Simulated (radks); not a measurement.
Results of a calculation; reference values are marked as such.
Problem. The mean radii <r> (bohr) of the occupied orbitals of an atom or ion are listed with their occupations. Level of theory: Dirac Kohn-Sham, LDA (Slater exchange, Perdew-Wang correlation), spin-unpolarised, spherical densities, finite nucleus; Fermi nuclear charge, rms radius of each element as measured or else 0.836 A^(1/3) + 0.57 fm (a radial shooting solver on a logarithmic mesh with Libxc functionals).

orbital  occ.      <r>
1s1/2       2  0.01688
2s1/2       2  0.07051
2p1/2       2  0.05800
2p3/2       4  0.06655
3s1/2       2   0.1835
3p1/2       2   0.1737
3p3/2       4   0.1894
3d3/2       4   0.1649
3d5/2       6   0.1697
4s1/2       2   0.4072
4p1/2       2   0.4095
4p3/2       4   0.4438
4d3/2       4   0.4521
4d5/2       6   0.4634
5s1/2       2   0.9270
4f5/2       6   0.4953
4f7/2       8   0.5023
5p1/2       2    1.002
5p3/2       4    1.103
5d3/2       4    1.572
5d5/2       6    1.659
6s1/2       1    2.838

Name the element and its charge. Open shells, if any, are shared by 2j + 1.

Solution. Z = 79, gold, charge 0: Au in [Xe] 4f14 5d10 6s1. The 1s radius gives Z: for a bare nucleus <r> = (2 gamma + 1)/(2Z) with gamma = sqrt(1 - (Z/c)^2), 0.01667 bohr for Z = 79, and screening makes it slightly larger (0.01688 here). The occupations add up to 79, and the charge is Z minus that.
